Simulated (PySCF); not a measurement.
## Two-photon absorption: SMILES Fc1ccc(C(F)(F)F)o1, C₅H₂F₄O

Cartesian coordinates in Å; atom numbers follow the order of the lines, from 1:
```xyz
12

F    -2.5216    1.6765   -0.3685
C    -1.6030    0.7578   -0.3224
C    -1.6034   -0.5481   -0.7039
C    -0.2852   -1.0091   -0.3913
C     0.3732    0.0538    0.1454
C     1.7596    0.2203    0.6572
F     2.4419    1.1365   -0.0342
F     2.4071   -0.9404    0.5585
F     1.7795    0.6029    1.9353
O    -0.4377    1.1436    0.1886
H    -2.4289   -1.0971   -1.1471
H     0.1231   -2.0053   -0.5431
```

Method used: TDDFT CAM-B3LYP/aug-cc-pVDZ excited states, vertical, gas phase in PySCF 2.14.0. Geometry: PBE0-D3(BJ)/def2-SVP.

**Question.** Give the one- and two-photon strengths of the lowest singlets.

**Answer.** δ for parallel linear polarisation; σ at the peak of a Lorentzian of half width 0.1 eV, single beam; Ω is circular over linear.
```
state  E (eV)      f  photon λ (nm)  δ (au)  σ (GM)     Ω                                  main
   S1    6.07  0.199            409    42.8    0.58  0.88                      HOMO→LUMO+1 0.96
   S2    6.28  0.002            395    35.1    0.51  1.50                        HOMO→LUMO 0.79
   S3    6.95  0.006            357    1.19    0.02  1.50    HOMO→LUMO+2 0.56, HOMO→LUMO+3 0.24
   S4    7.10  0.002            349    66.9    1.24  1.33  HOMO→LUMO+6 0.44, HOMO−1→LUMO+1 0.40
   S5    7.23  0.013            343    13.7    0.26  1.50    HOMO→LUMO+3 0.49, HOMO→LUMO+2 0.29
   S6    7.57  0.033            328    8.99    0.19  0.58                      HOMO→LUMO+5 0.82
```

Among these, the strongest one-photon state is S1, the strongest two-photon state S4, with a dipole change of 1.6 D (relaxed, norm of the difference vector).
